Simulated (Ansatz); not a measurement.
Ge(SMe)2Me2 (C4H12GeS2). Total charge 0; singlet. Geometry r2SCAN-D4/def2-SVP.

```xyz
19

Ge   -0.145    0.562   -0.353
S     0.339    0.154   -2.486
C     0.851   -1.599   -2.360
H     1.579   -1.732   -1.545
H     1.330   -1.861   -3.314
H    -0.014   -2.260   -2.204
S     1.781    0.257    0.760
C     1.161   -0.147    2.435
H     0.561    0.672    2.861
H     2.047   -0.290    3.069
H     0.574   -1.077    2.440
C    -1.491   -0.677    0.336
H    -1.781   -0.408    1.364
H    -1.113   -1.709    0.335
H    -2.384   -0.625   -0.305
C    -0.739    2.415   -0.272
H    -0.917    2.708    0.774
H    -1.673    2.543   -0.841
H     0.033    3.074   -0.694
```

The 6-31G sets use Cartesian d functions. B3LYP takes the VWN-RPA correlation.

Question: Estimate the orbital energies around the gap (eV) in Ansatz with PBE-D4/def2-TZVP, BLYP-D4/def2-TZVP, B3LYP-D4/6-31G, PBE0-D4/def2-TZVP, r2SCAN0-D4/def2-TZVP.

Answer: 
```json
{"orbital": "HOMO−13", "PBE-D4/def2-TZVP": "-10.51", "BLYP-D4/def2-TZVP": "-10.40", "B3LYP-D4/6-31G": "-11.95", "PBE0-D4/def2-TZVP": "-12.12", "r2SCAN0-D4/def2-TZVP": "-12.41"}
{"orbital": "HOMO−12", "PBE-D4/def2-TZVP": "-10.28", "BLYP-D4/def2-TZVP": "-10.17", "B3LYP-D4/6-31G": "-11.68", "PBE0-D4/def2-TZVP": "-11.87", "r2SCAN0-D4/def2-TZVP": "-12.15"}
{"orbital": "HOMO−11", "PBE-D4/def2-TZVP": "-10.25", "BLYP-D4/def2-TZVP": "-10.14", "B3LYP-D4/6-31G": "-11.65", "PBE0-D4/def2-TZVP": "-11.85", "r2SCAN0-D4/def2-TZVP": "-12.13"}
{"orbital": "HOMO−10", "PBE-D4/def2-TZVP": "-10.02", "BLYP-D4/def2-TZVP": "-9.92", "B3LYP-D4/6-31G": "-11.38", "PBE0-D4/def2-TZVP": "-11.57", "r2SCAN0-D4/def2-TZVP": "-11.83"}
{"orbital": "HOMO−9", "PBE-D4/def2-TZVP": "-9.94", "BLYP-D4/def2-TZVP": "-9.84", "B3LYP-D4/6-31G": "-11.31", "PBE0-D4/def2-TZVP": "-11.49", "r2SCAN0-D4/def2-TZVP": "-11.75"}
{"orbital": "HOMO−8", "PBE-D4/def2-TZVP": "-9.81", "BLYP-D4/def2-TZVP": "-9.71", "B3LYP-D4/6-31G": "-11.19", "PBE0-D4/def2-TZVP": "-11.35", "r2SCAN0-D4/def2-TZVP": "-11.61"}
{"orbital": "HOMO−7", "PBE-D4/def2-TZVP": "-9.73", "BLYP-D4/def2-TZVP": "-9.64", "B3LYP-D4/6-31G": "-11.11", "PBE0-D4/def2-TZVP": "-11.27", "r2SCAN0-D4/def2-TZVP": "-11.52"}
{"orbital": "HOMO−6", "PBE-D4/def2-TZVP": "-8.92", "BLYP-D4/def2-TZVP": "-8.75", "B3LYP-D4/6-31G": "-10.03", "PBE0-D4/def2-TZVP": "-10.24", "r2SCAN0-D4/def2-TZVP": "-10.46"}
{"orbital": "HOMO−5", "PBE-D4/def2-TZVP": "-8.79", "BLYP-D4/def2-TZVP": "-8.62", "B3LYP-D4/6-31G": "-9.87", "PBE0-D4/def2-TZVP": "-10.11", "r2SCAN0-D4/def2-TZVP": "-10.32"}
{"orbital": "HOMO−4", "PBE-D4/def2-TZVP": "-7.61", "BLYP-D4/def2-TZVP": "-7.46", "B3LYP-D4/6-31G": "-8.74", "PBE0-D4/def2-TZVP": "-8.88", "r2SCAN0-D4/def2-TZVP": "-9.07"}
{"orbital": "HOMO−3", "PBE-D4/def2-TZVP": "-7.00", "BLYP-D4/def2-TZVP": "-6.85", "B3LYP-D4/6-31G": "-7.90", "PBE0-D4/def2-TZVP": "-8.21", "r2SCAN0-D4/def2-TZVP": "-8.39"}
{"orbital": "HOMO−2", "PBE-D4/def2-TZVP": "-6.86", "BLYP-D4/def2-TZVP": "-6.69", "B3LYP-D4/6-31G": "-7.72", "PBE0-D4/def2-TZVP": "-8.03", "r2SCAN0-D4/def2-TZVP": "-8.21"}
{"orbital": "HOMO−1", "PBE-D4/def2-TZVP": "-5.43", "BLYP-D4/def2-TZVP": "-5.27", "B3LYP-D4/6-31G": "-6.35", "PBE0-D4/def2-TZVP": "-6.65", "r2SCAN0-D4/def2-TZVP": "-6.81"}
{"orbital": "HOMO", "PBE-D4/def2-TZVP": "-5.37", "BLYP-D4/def2-TZVP": "-5.21", "B3LYP-D4/6-31G": "-6.30", "PBE0-D4/def2-TZVP": "-6.56", "r2SCAN0-D4/def2-TZVP": "-6.72"}
{"orbital": "LUMO", "PBE-D4/def2-TZVP": "-0.58", "BLYP-D4/def2-TZVP": "-0.50", "B3LYP-D4/6-31G": "0.39", "PBE0-D4/def2-TZVP": "0.33", "r2SCAN0-D4/def2-TZVP": "0.54"}
{"orbital": "LUMO+1", "PBE-D4/def2-TZVP": "-0.42", "BLYP-D4/def2-TZVP": "-0.32", "B3LYP-D4/6-31G": "0.73", "PBE0-D4/def2-TZVP": "0.47", "r2SCAN0-D4/def2-TZVP": "0.68"}
{"orbital": "LUMO+2", "PBE-D4/def2-TZVP": "0.00", "BLYP-D4/def2-TZVP": "0.06", "B3LYP-D4/6-31G": "1.13", "PBE0-D4/def2-TZVP": "0.91", "r2SCAN0-D4/def2-TZVP": "1.21"}
{"orbital": "LUMO+3", "PBE-D4/def2-TZVP": "0.26", "BLYP-D4/def2-TZVP": "0.33", "B3LYP-D4/6-31G": "1.39", "PBE0-D4/def2-TZVP": "1.12", "r2SCAN0-D4/def2-TZVP": "1.41"}
{"orbital": "LUMO+4", "PBE-D4/def2-TZVP": "0.55", "BLYP-D4/def2-TZVP": "0.65", "B3LYP-D4/6-31G": "1.81", "PBE0-D4/def2-TZVP": "1.46", "r2SCAN0-D4/def2-TZVP": "1.69"}
{"orbital": "LUMO+5", "PBE-D4/def2-TZVP": "1.19", "BLYP-D4/def2-TZVP": "1.22", "B3LYP-D4/6-31G": "2.60", "PBE0-D4/def2-TZVP": "2.03", "r2SCAN0-D4/def2-TZVP": "2.48"}
```
